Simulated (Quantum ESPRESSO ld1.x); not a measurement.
The numbers below are computed, except where a source is named.
Cr XIV, configuration [Ne] 4d1 (not the ground configuration).

Code: ld1.x of Quantum ESPRESSO 7.5. Model: scalar-relativistic Kohn-Sham, LDA (Slater exchange, Perdew-Zunger correlation), spin-polarised, spherical densities, point nucleus; open shells are filled with parallel spins first.

Energy parts (hartree):
part                      energy
total                  -967.9202
kinetic                 978.3064
electron-nucleus      -2136.7992
Hartree                 226.0265
exchange-correlation    -35.4540

Orbitals (lengths in bohr, moments of r in powers of bohr; r(max) is where P^2 peaks; r(90%) holds 90 % of the orbital's charge):
| orbital | occ. | eigenvalue (hartree) | <r> | <1/r> | r(90%) | r(max) |
|---|---|---|---|---|---|---|
| 1s down | 1 | -230.659 | 0.06363 | 23.85 | 0.114 | 0.04167 |
| 1s up | 1 | -230.659 | 0.06363 | 23.85 | 0.114 | 0.04167 |
| 2s up | 1 | -38.5406 | 0.2893 | 5.117 | 0.447 | 0.2422 |
| 2s down | 1 | -38.5203 | 0.2892 | 5.120 | 0.447 | 0.2421 |
| 2p up | 3 | -34.8188 | 0.2549 | 5.026 | 0.417 | 0.1955 |
| 2p down | 3 | -34.8029 | 0.2548 | 5.028 | 0.416 | 0.1955 |
| 4d up | 1 | -6.20153 | 1.420 | 0.9392 | 2.05 | 1.428 |
| 4d down | 0 | -6.01549 | 1.432 | 0.9291 | 2.08 | 1.428 |

The highest occupied level is 4d up at -168.75 eV. Spin moment in Bohr magnetons: 1.
